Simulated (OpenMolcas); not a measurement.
Computed levels of 2s² 2p in ions with 5 electrons, in cm-1 above ²P°_1/2.

| Quantity | Value |
| --- | --- |
| Program | OpenMolcas 26.06 |
| Method | XMS-CASPT2, IPEA 0.25 Eh, imaginary shift 0.1 Eh |
| Basis | ANO-RCC-VTZP |
| Scalar Hamiltonian | DKH2, point nucleus |
| Spin-orbit coupling | RASSI with atomic mean-field integrals over the reference wave functions, term energies averaged over their components |

Active space for each ion: 3 electrons in 4 orbitals (2s 2p); closed shells correlated by CASPT2: 1s.

```
  Level  N2+  F4+  Ne5+
²P°_3/2  158  701  1241
```

Estimate ²P°_3/2 for O3+ from its neighbours N2+ and F4+.

²P°_3/2 is fine structure, which grows about as the fourth power of a screened charge, so the fourth roots are averaged: ((158^0.25 + 701^0.25) / 2)^4 = 357. The calculation gives 360, so the estimate is off by -0.8 %; the measured value is 386 (Moore, Selected Tables of Atomic Spectra, NSRDS-NBS 3, section 10).

Term energies are means over components that CASPT2 splits; among the terms shown or strongly mixed into the levels shown the widest spread is 19 cm-1 (2s² 2p ²P°, N2+). Measured partners are found by configuration, term and J. A level has none where our copy of the source lacks it or the pairing is in doubt (some pairs that miss far off the trend of their configuration count as doubtful), and it then counts in no deviation. Levels of configurations outside the active space are missing.

° marks odd parity.
